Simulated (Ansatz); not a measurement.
C2H6Si2 (`[SiH3]C1=C[SiH2]1`). The species carries charge 0 and has multiplicity 1. The geometry is a stationary point of PBE0-D4/def2-TZVP.

```xyz
10

Si   -0.782    0.979    1.245
C    -0.040   -0.024   -0.115
C    -0.312   -0.388   -1.371
Si    1.257   -1.089   -0.839
H    -2.083    1.572    0.833
H    -0.993    0.110    2.431
H     0.158    2.069    1.615
H    -1.128   -0.195   -2.058
H     1.375   -2.515   -0.453
H     2.549   -0.520   -1.286
```

Q: What is the dipole moment at r2SCAN/def2-TZVPP? (Estimate.)

A: The calculation gave: 0.41 D, with components (-0.14, -0.07, -0.38) D in this frame, pointing from negative to positive charge.

Q: And with PBE, B3LYP, ωB97M-V? (Best estimate.)

A: Computed: PBE 0.38 D, B3LYP 0.41 D, ωB97M-V 0.43 D.

Q: Give the Mulliken charges with r2SCAN, B3LYP, PBE in def2-TZVPP. (Best estimate.)

A: Ansatz gave: 
```json
{"atom": "Si1", "r2SCAN": "0.33", "B3LYP": "0.30", "PBE": "0.22"}
{"atom": "C2", "r2SCAN": "-0.20", "B3LYP": "-0.14", "PBE": "-0.08"}
{"atom": "C3", "r2SCAN": "-0.20", "B3LYP": "-0.21", "PBE": "-0.17"}
{"atom": "Si4", "r2SCAN": "0.34", "B3LYP": "0.26", "PBE": "0.19"}
{"atom": "H5", "r2SCAN": "-0.07", "B3LYP": "-0.07", "PBE": "-0.06"}
{"atom": "H6", "r2SCAN": "-0.07", "B3LYP": "-0.06", "PBE": "-0.05"}
{"atom": "H7", "r2SCAN": "-0.07", "B3LYP": "-0.06", "PBE": "-0.05"}
{"atom": "H8", "r2SCAN": "0.09", "B3LYP": "0.13", "PBE": "0.11"}
{"atom": "H9", "r2SCAN": "-0.08", "B3LYP": "-0.07", "PBE": "-0.06"}
{"atom": "H10", "r2SCAN": "-0.08", "B3LYP": "-0.07", "PBE": "-0.06"}
```

B3LYP here is the variant with VWN-RPA as its local correlation; programs differ in this.
